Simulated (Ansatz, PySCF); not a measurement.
Process, species as SMILES: OBO [boronic acid] + 2 [H][H] (H2) -> B (BH3) + 2 O (H2O)
Structures are relaxed separately at B3LYP-D3(BJ)/def2-TZVP in Ansatz (a program for electronic structure), one conformer each, not searched for the lowest. Frequencies are from Ansatz or PySCF.

Property: energy of full hydrogenation (0 K, with B3LYP-D3(BJ) harmonic zero-point energies), in kcal/mol. Cores are frozen in the correlated levels unless marked. Spin-orbit coupling is left out. Non-relativistic. Basis-set limits of correlation are two-point, X^-3; Hartree-Fock from the larger set.

| level | program | energy of full hydrogenation (kcal/mol) |
|---|---|---|
| BP86/def2-TZVPD | PySCF | 63.7 |
| PBE0/def2-TZVP | Ansatz | … |
| M06-2X/def2-TZVPD | PySCF | … |
| CCSD(T)/CBS(cc-pVTZ,cc-pVQZ) | Ansatz | 63.7 |

**Question.** Some entries are withheld; supply them.

**Answer.** 
- PBE0/def2-TZVP, energy of full hydrogenation (kcal/mol): 65.6
- M06-2X/def2-TZVPD, energy of full hydrogenation (kcal/mol): 67.0
